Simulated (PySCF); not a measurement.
# C₆ coefficients of unlike pairs at UHF

Calculated with PySCF 2.14 from the dipole response of each species, C₆(A,B) = (3/π) ∫ α_A(iu) α_B(iu) du, in atomic units, from isotropic polarisabilities. For ions this is the dispersion term alone; charge-induced terms of lower order in 1/R come first.

```csv
species,configuration,basis,relativity,α (bohr³),C₆ (like pair)
Ar³⁺,[Ne] 3s2 3p3 (4S),aug-cc-pVDZ-DK (5s4p2d),spin-free X2C,3.615,9.811
W²⁺,[Xe] 4f14 5d4 (5D),def2-TZVPPD with the def2 core potential (60 electrons) (6s5p3d2f1g),core potential,11.56,68.81
Sc³⁺,[Ar] (1S),"aug-cc-pVTZ with one added diffuse shell each of s, p, d, f, g type (9s8p6d4f3g)",none,2.120,5.405
Ba²⁺,[Xe] (1S),aug-cc-pVTZ-X2C (9s8p6d3f),spin-free X2C,10.42,73.93
```

(1) Estimate C₆ for Ba²⁺ with Sc³⁺.

No spin-orbit coupling is included.

The other pairs:

| pair | C₆ |
| --- | --- |
| Ba²⁺, Ar³⁺ | 26.88 |
| Sc³⁺, Ar³⁺ | 7.123 |
| W²⁺, Ar³⁺ | 25.81 |
| Ba²⁺, W²⁺ | 71.07 |
| Sc³⁺, W²⁺ | 18.46 |

Results:

(1) The integral gives 19.35. The combination rule 2 C_A C_B / (C_A α_B/α_A + C_B α_A/α_B) gives 19.21 and the geometric mean 19.99.
